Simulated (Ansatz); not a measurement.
**Two structures, one formula**

The two ends of one reaction step of Si2H6ClOF3, singlet (PBE0-D4/def2-TZVP).

A:

```
13
angstrom
Si -0.7899 1.3931 -1.2915
Si 1.0239 -2.3609 0.5471
F -1.2519 0.8785 -2.7184
F -0.7194 0.0747 -0.4026
O -1.8418 2.4518 -0.6851
H 0.8569 0.6854 1.9721
Cl 0.7872 1.9696 1.9986
H 0.5268 2.0157 -1.4001
F 1.0459 -1.2645 1.7302
H 1.8499 -3.5004 1.0095
H -0.3760 -2.7802 0.3269
H 1.6122 -1.7460 -0.6624
H -2.7235 2.1833 -0.4241
```

B:

```xyz
13
angstrom
Si -1.1124 1.5651 -0.3364
Si 1.3091 -2.0313 -0.3907
F -0.4467 0.9120 -1.6030
F -2.0186 0.4631 0.3224
O -1.9315 2.8938 -0.7068
H 0.5663 0.0916 2.1698
Cl 0.3257 2.0945 0.9827
H 1.9761 -0.7188 -0.1966
F 0.6782 -0.7451 2.5498
H 1.8639 -3.0268 0.5571
H -0.1523 -1.8831 -0.1823
H 1.5548 -2.4861 -1.7846
H -2.6126 2.8714 -1.3815
```

Computed with Ansatz 0.2.0 (basis: def2-TZVPP); correlated methods freeze the cores. B3LYP uses VWN-RPA correlation.

Question: Which structure is lower at CCSD(T), and by how much? (Judge from chemistry; the value comes from the calculation.)

Answer: By the calculation: A, by 0.447 eV (electronic energy, against the other). By their contacts, A is a complex of SiH₂OF₂ ([OH][SiH]([F])[F]) + SiH₃F ([F][SiH3]) + HCl and B is a complex of SiHClOF₂ ([OH][Si]([F])([F])[Cl]) + SiH₄ + HF.

All methods give the same order:

```tsv
method	E(B) − E(A) (eV)
SPW92	0.307
PBE-D4	0.314
BLYP-D4	0.465
r2SCAN-D4	0.376
B97M-V	0.364
PBE0-D4	0.327
B3LYP-D4	0.473
r2SCAN0-D4	0.377
BHLYP-D4	0.512
CAM-B3LYP-D4	0.525
wB97X-V	0.433
wB97M-V	0.411
B2PLYP	0.505
PBE-QIDH	0.383
RPA on PBE	0.499
HF	0.611
MP2	0.436
CCSD	0.479
CCSD(T)	0.447
```

The T1 diagnostic stays at or below 0.011.

Labels in which every atom is bracketed show which atoms are joined, not bond orders.

For scale, one of the runs: CCSD(T)/def2-TZVPP, 334 basis functions, launched by `ansatz run in.yaml --threads 4 --pin off --events-out ev --progress --plain --max-ram 66560MiB --backend cuda --devices 0, --max-vram 37GiB`. Time: 8 s of wall clock on 4 CPU threads of an AMD EPYC 7R13 and a share of one NVIDIA H100; the host was shared. Peak host memory: 0.84 GiB.
